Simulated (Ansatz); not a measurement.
`C=C(Cl)CF` + `B[SeH]` → `B[Se]CF` + `C=CCl` at 500 K and 1 bar (substitution at a C–C bond).

Gas-phase electronic energies from Ansatz, PBE0-D4/def2-TZVP geometries. CCSD(T)/CBS is the MP2 limit (def2-TZVPP, def2-QZVPP) plus CCSD(T) − MP2 in def2-TZVPP, frozen cores. This one scheme is used for every species. For Se outer-core shells are correlated without core-valence functions, which leaves a few kJ/mol of doubt a bond. Scalar relativity is left out up to krypton. Each species was taken in one conformer, which may not be the lowest.

| species | CCSD(T)/CBS energy (Eh) | H − E (kJ/mol) | S (J/(mol·K)) |
| --- | --- | --- | --- |
| `C=C(Cl)CF` | -676.10310 | 205.2 | 364.1 |
| `B[SeH]` | -2427.30556 | 99.1 | 288.4 |
| `B[Se]CF` | -2565.74152 | 172.3 | 369.1 |
| `C=CCl` | -537.65823 | 136.9 | 295.8 |

H − E and S are ideal-gas, rigid-rotor, harmonic terms from PBE0-D4/def2-TZVP, for one conformer and one mirror image of each species. 1 Eh = 2625.50 kJ/mol, R = 8.31446 J/(mol·K).

**Question.** By hand: ΔE, ΔH, ΔS and ΔG.

**Answer.** ΔE = (-2565.74152) + (-537.65823) − (-676.10310) − (-2427.30556) = 0.00891 Eh = 23.4 kJ/mol. Δ(H − E) = 172.3 + 136.9 − 205.2 − 99.1 = 4.9, so ΔH = 28.3 kJ/mol. ΔS = 369.1 + 295.8 − 364.1 − 288.4 = 12.4 J/(mol·K). ΔG = 28.3 − 500 × (12.4)/1000 = 22.1 kJ/mol.

**Question.** By hand: the equilibrium constant, and the temperature at which ΔG would vanish if ΔH and ΔS stayed fixed.

**Answer.** log₁₀ K = −ΔG/(RT ln 10) = -2.3. ΔG = 0 at ΔH/ΔS = 2282 K, though so small a ΔS makes that figure unsure.

The number of gas molecules stays the same, so ΔS is small and ΔH decides. A doubt of 5 kJ/mol in ΔE shifts log₁₀ K by 0.5 here. Other conformers and mirror images would add mixing entropy, several J/(mol·K) or more a flexible species. Modes under 60 cm⁻¹, often nearly free rotors, make the harmonic entropy too high. These are equilibria of isolated gas molecules and say nothing of rates. Largest T1 diagnostic: 0.013 (customary marks: 0.02 for closed shells, 0.045 for open ones).
